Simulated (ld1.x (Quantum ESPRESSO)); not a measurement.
# silicon: TM semilocal pseudisation with PBE, non-relativistic reference atom.

ld1.x (Quantum ESPRESSO) 7.5 was run on this input:

```
&input
   title='Si', zed=14., rel=0, dft='PBE', iswitch=3,
   config='[Ne] 3s2 3p2',
   nld=2, rlderiv=2.15, eminld=-3.0, emaxld=5.0, deld=0.02
 /
 &inputp
   pseudotype=1, tm=.true., lloc=0,
   nlcc=.true., new_core_ps=.true., rcore=0.85,
   file_pseudopw='Si.pp', file_wfcaegen='ae.wfc', file_wfcncgen='nc.wfc'
 /
2
3P  2  1   2.00   0.00  1.95  1.95  0.0
3S  1  0   2.00   0.00  1.75  1.75  0.0
 &test
   configts(1)='3s2 3p2'
 /
```

Command:

```bash
ld1.x < Si.in > Si.out
```

Resulting log (shortened: banner, matrices, multipoles, cross overlaps and the repeated all-electron block are left out):

```
Program LD1 v.7.5
     --------------------------- All-electron run ----------------------------

     Si

     atomic number is 14.00
     dft =PBE   lsd =0 sic =0 latt =0  beta=0.20 tr2=1.0E-14
     Exchange-correlation= PBE
                           (   1   4   3   4   0   0   0)
     mesh =1141 r(mesh) = 100.57892 a.u. xmin = -7.00 dx = 0.01250
     1 Ry =  13.60569312 eV

     n l     nl                  e(Ry)          e(Ha)          e(eV)
     1 0     1S 1( 2.00)      -130.9151       -65.4575     -1781.1903
     2 0     2S 1( 2.00)       -10.2048        -5.1024      -138.8437
     2 1     2P 1( 6.00)        -7.0258        -3.5129       -95.5910
     3 0     3S 1( 2.00)        -0.7915        -0.3957       -10.7683
     3 1     3P 1( 2.00)        -0.3006        -0.1503        -4.0904

     final scf error:  7.6E-15 reached in  25 iterations

     Etot =    -578.406931 Ry,    -289.203465 Ha,   -7869.627199 eV

     Ekin =     577.541050 Ry,     288.770525 Ha,    7857.846296 eV
     Encl =   -1378.562881 Ry,    -689.281440 Ha,  -18756.303505 eV
     Eh   =     263.805658 Ry,     131.902829 Ha,    3589.258833 eV
     Exc  =     -41.190759 Ry,     -20.595379 Ha,    -560.428823 eV

     normalization and overlap integrals

     s(1S/1S) =  1.000000  <r> =   0.1116  <r2> =    0.0168  r(max) =   0.0732
     s(2S/2S) =  1.000000  <r> =   0.5699  <r2> =    0.3881  r(max) =   0.4543
     s(2P/2P) =  1.000000  <r> =   0.5381  <r2> =    0.3654  r(max) =   0.3861
     s(3S/3S) =  1.000000  <r> =   2.1685  <r2> =    5.4800  r(max) =   1.7967
     s(3P/3P) =  1.000000  <r> =   2.7942  <r2> =    9.4097  r(max) =   2.1672

     ------------------------ End of All-electron run ------------------------

     --------------------- Generating NC pseudopotential ---------------------

      Generating local pot.: lloc=0, matching radius rcloc =   1.7500

      Computing core charge for nlcc:

       r > 0.86 : true rho core
      Core charge pseudized with two Bessel functions
      Integrated core pseudo-charge :   6.80

      Wfc   3P  rcut= 1.937  Using Troullier-Martins method

     ------------------- End of pseudopotential generation -------------------

     Computing logarithmic derivative in   2.15375
     Computing logarithmic derivative in   2.15375
     Computing the partial wave expansion
       no projector for channel:   0
     R is outside the sphere for l=    1 j= 0.00

     ---------------------- Testing the pseudopotential ----------------------

     Si

     atomic number is 14.00   valence charge is  4.00
     dft =PBE   lsd =0 sic =0 latt =0  beta=0.20 tr2=1.0E-14
     mesh =1141 r(mesh) = 100.57892 xmin = -7.00 dx = 0.01250

     n l     nl             e AE (Ry)        e PS (Ry)    De AE-PS (Ry)
     1 0     3S   1( 2.00)       -0.79146       -0.79146        0.00000
     2 1     3P   1( 2.00)       -0.30064       -0.30064        0.00000

     eps = 3.5E-15  iter = 13

     Etot =    -578.406931 Ry,    -289.203465 Ha,   -7869.627199 eV
     Etotps =   -22.788456 Ry,     -11.394228 Ha,    -310.052737 eV

     Ekin =       2.433497 Ry,       1.216748 Ha,      33.109412 eV
     Encl =     -13.622828 Ry,      -6.811414 Ha,    -185.348012 eV
     Ehrt =       5.861294 Ry,       2.930647 Ha,      79.746965 eV
     Ecxc =     -17.460419 Ry,      -8.730209 Ha,    -237.561102 eV
     (Ecc =     -15.243887 Ry,      -7.621943 Ha,    -207.403646 eV)

     ---------------------- End of pseudopotential test ----------------------
```

Generation and configuration tests took about 0.76 s on one core of a shared server CPU.

Transferability test of the new file with ld1.x, input:

```
&input
   title='Si', zed=14., rel=0, dft='PBE', iswitch=2,
   config='[Ne] 3s2 3p2'
 /
 &test
   file_pseudo='Si.pp', nconf=8,
   configts(1)='3s2 3p2',
   configts(2)='3s2 3p1',
   configts(3)='3s2 3p0',
   configts(4)='3s1 3p0',
   configts(5)='3s1 3p3',
   configts(6)='3s0 3p4',
   configts(7)='3s2 3p1.5',
   configts(8)='3s1 3p2'
 /
```

```bash
ld1.x < Si.test.in > Si.test.out
```

Pseudopotential blocks of its output, shortened (energy terms left out):

```
     ---------------------- Testing the pseudopotential ----------------------

     n l     nl             e AE (Ry)        e PS (Ry)    De AE-PS (Ry)
     1 0     3S   1( 2.00)       -0.79146       -0.79146       -0.00000
     2 1     3P   1( 2.00)       -0.30064       -0.30064       -0.00000

     eps = 2.8E-15  iter = 10

     Etot =    -578.406931 Ry,    -289.203465 Ha,   -7869.627199 eV
     Etotps =   -22.788455 Ry,     -11.394228 Ha,    -310.052730 eV

     ---------------------- End of pseudopotential test ----------------------

          ---------------------- Testing the pseudopotential ----------------------

     n l     nl             e AE (Ry)        e PS (Ry)    De AE-PS (Ry)
     1 0     3S   1( 2.00)       -1.39536       -1.39469       -0.00067
     2 1     3P   1( 1.00)       -0.85753       -0.85707       -0.00046

     eps = 1.9E-15  iter =  9

     Etot =    -577.837248 Ry,    -288.918624 Ha,   -7861.876271 eV
     Etotps =   -22.218943 Ry,     -11.109472 Ha,    -302.304127 eV
     dEtot_ae =       0.569683 Ry
     dEtot_ps =       0.569512 Ry,   Delta E=       0.000171 Ry

     ---------------------- End of pseudopotential test ----------------------

          ---------------------- Testing the pseudopotential ----------------------

     n l     nl             e AE (Ry)        e PS (Ry)    De AE-PS (Ry)
     1 0     3S   1( 2.00)       -2.09304       -2.09094       -0.00210
     2 1     3P   1( 0.00)       -1.50788       -1.50611       -0.00177

     eps = 1.0E-15  iter =  9

     Etot =    -576.660891 Ry,    -288.330446 Ha,   -7845.871122 eV
     Etotps =   -21.043630 Ry,     -10.521815 Ha,    -286.313173 eV
     dEtot_ae =       1.746039 Ry
     dEtot_ps =       1.744825 Ry,   Delta E=       0.001214 Ry

     ---------------------- End of pseudopotential test ----------------------

          ---------------------- Testing the pseudopotential ----------------------

     n l     nl             e AE (Ry)        e PS (Ry)    De AE-PS (Ry)
     1 0     3S   1( 1.00)       -2.89618       -2.89350       -0.00267
     2 1     3P   1( 0.00)       -2.26275       -2.25969       -0.00306

     eps = 9.2E-15  iter =  8

     Etot =    -574.169162 Ry,    -287.084581 Ha,   -7811.969422 eV
     Etotps =   -18.554460 Ry,      -9.277230 Ha,    -252.446287 eV
     dEtot_ae =       4.237768 Ry
     dEtot_ps =       4.233995 Ry,   Delta E=       0.003773 Ry

     ---------------------- End of pseudopotential test ----------------------

          ---------------------- Testing the pseudopotential ----------------------

     n l     nl             e AE (Ry)        e PS (Ry)    De AE-PS (Ry)
     1 0     3S   1( 1.00)       -0.84581       -0.84590        0.00010
     2 1     3P   1( 3.00)       -0.34342       -0.34327       -0.00015

     eps = 1.3E-15  iter = 11

     Etot =    -577.910164 Ry,    -288.955082 Ha,   -7862.868347 eV
     Etotps =   -22.291575 Ry,     -11.145787 Ha,    -303.292324 eV
     dEtot_ae =       0.496766 Ry
     dEtot_ps =       0.496881 Ry,   Delta E=      -0.000114 Ry

     ---------------------- End of pseudopotential test ----------------------

          ---------------------- Testing the pseudopotential ----------------------

     n l     nl             e AE (Ry)        e PS (Ry)    De AE-PS (Ry)
     1 0     3S   1( 0.00)       -0.89442       -0.89471        0.00030
     2 1     3P   1( 4.00)       -0.38203       -0.38178       -0.00025

     eps = 5.3E-16  iter =  9

     Etot =    -577.402666 Ry,    -288.701333 Ha,   -7855.963480 eV
     Etotps =   -21.783685 Ry,     -10.891843 Ha,    -296.382137 eV
     dEtot_ae =       1.004265 Ry
     dEtot_ps =       1.004770 Ry,   Delta E=      -0.000505 Ry

     ---------------------- End of pseudopotential test ----------------------

          ---------------------- Testing the pseudopotential ----------------------

     n l     nl             e AE (Ry)        e PS (Ry)    De AE-PS (Ry)
     1 0     3S   1( 2.00)       -1.07906       -1.07882       -0.00024
     2 1     3P   1( 1.50)       -0.56500       -0.56486       -0.00014

     eps = 6.1E-15  iter = 11

     Etot =    -578.191829 Ry,    -289.095914 Ha,   -7866.700585 eV
     Etotps =   -22.573381 Ry,     -11.286691 Ha,    -307.126501 eV
     dEtot_ae =       0.215102 Ry
     dEtot_ps =       0.215074 Ry,   Delta E=       0.000028 Ry

     ---------------------- End of pseudopotential test ----------------------

          ---------------------- Testing the pseudopotential ----------------------

     n l     nl             e AE (Ry)        e PS (Ry)    De AE-PS (Ry)
     1 0     3S   1( 1.00)       -1.44842       -1.44792       -0.00050
     2 1     3P   1( 2.00)       -0.90330       -0.90268       -0.00062

     eps = 2.2E-15  iter =  9

     Etot =    -577.295692 Ry,    -288.647846 Ha,   -7854.508023 eV
     Etotps =   -21.677436 Ry,     -10.838718 Ha,    -294.936538 eV
     dEtot_ae =       1.111239 Ry
     dEtot_ps =       1.111020 Ry,   Delta E=       0.000219 Ry

     ---------------------- End of pseudopotential test ----------------------
```
